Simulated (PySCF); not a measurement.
CH2Cl, SMILES [CH2]Cl (connectivity only; charge and spin as stated), charge +1, multiplicity 1. Coordinates come from a B3LYP-D3(BJ)/def2-TZVP optimisation. The spin state was assumed, not searched. The isomer is the one that the SMILES or the coordinates give; other isomers of the formula were not compared.

TDA-PBE0/def2-TZVPD run with PySCF puts the lowest singlet excitations at 3.49, 7.75, 7.78, 8.08, 9.26, 10.83 eV and the lowest triplet (TDA) at 2.93 eV.

Q: What are the lowest singlet roots from EOM-CCSD/aug-cc-pVDZ run with PySCF? (An estimate is asked for; the answer gives what the named calculation found.)

A: 3.58, 7.05, 7.97, 8.60, 9.75, 10.90 eV; triplets 3.29, 4.60, 7.09 eV. S1 differs by 0.09 eV (second minus first; roots are paired by order, and the bases may differ).
